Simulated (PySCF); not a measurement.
Two species compared at the same levels of theory.

First species: C₆H₁₁FO.
Z-matrix (Å and degrees, GFN2-xTB geometry), rows numbered from 1:
```
C 
C   1  1.5301
C   2  1.5025  1  110.91
C   3  1.3251  2  122.47  1    99.46
F   4  1.3503  3  122.47  2     1.31
C   3  1.5012  2  117.74  1   -82.12
C   6  1.5400  3  110.37  2   -87.10
O   7  1.4028  6  112.65  3   -66.52
H   1  1.0872  2  110.22  3   -62.05
H   1  1.0878  2  110.92  3    58.12
H   1  1.0871  2  110.11  3   178.20
H   2  1.0910  1  108.99  3   120.91
H   2  1.0923  1  109.22  3  -120.67
H   4  1.0801  3  125.90  2  -178.20
H   6  1.0897  3  110.00  2    32.73
H   6  1.0907  3  110.54  2   153.15
H   7  1.0921  6  109.80  3   176.05
H   7  1.1001  6  109.69  3    57.00
H   8  0.9656  7  108.61  6    56.93
```

Second species: C5H15NSi2.
InChI=1S/C5H15NSi2/c1-3-4-5-8-6-7-2/h4-6H,3,7-8H2,1-2H3/b5-4-

Levels: PBE0/pcSseg-1 for dipole moment, HOMO energy, LUMO energy and HOMO–LUMO gap; GFN2-xTB for rotational constant A and rotational constant C. Geometries: GFN2-xTB. Each structure is a single optimised conformer of the isolated species, non-relativistic unless stated. Electronic properties by PySCF.

Dipoles, sizes and rotational constants follow the conformer. The torsions of the flexible species, by atom-mapped SMILES:
- `[CH3:1][CH2:2]/[C:3](=[CH:4]\[F:5])[CH2:6][CH2:7][OH:8]`: C1–C2–C3–C4 99°, C2–C3–C6–C7 -87°, C3–C6–C7–O8 -67°, H–O8–C7–C6 57°
- `[CH3:1][CH2:2]/[CH:3]=[CH:4]\[SiH2:5][NH:6][SiH2:7][CH3:8]`: C1–C2–C3–C4 -120°, C3–C4–Si5–N6 -177°, C4–Si5–N6–Si7 176°, Si5–N6–Si7–C8 -174°

Task: Which has the higher rotational constant A?

Result: The second: 5.303 GHz against 2.458 GHz, a difference of 2.845 GHz.

Task: Which has the higher LUMO energy?

Result: The first: 0.28 eV against -0.17 eV, a difference of 0.45 eV.

Task: Which of the two has the higher HOMO–LUMO gap, and by how much?

Result: The first: 7.43 eV against 6.91 eV, a difference of 0.52 eV.

Task: Which has the higher rotational constant C?

Result: The first: 1.001 GHz against 0.406 GHz, a difference of 0.595 GHz.

Task: Which of the two has the higher dipole moment, and by how much?

Result: The first: 1.80 D against 1.47 D, a difference of 0.33 D.

Task: Which of the two has the higher HOMO energy, and by how much?

Result: The second: -7.08 eV against -7.15 eV, a difference of 0.07 eV.

On the first: The dipole equals about 6.0 × 10⁻³⁰ C·m (1 D = 3.33564 × 10⁻³⁰ C·m).

On the second: In atomic units the dipole is 0.58 e·bohr (1 au = 2.5417 D).
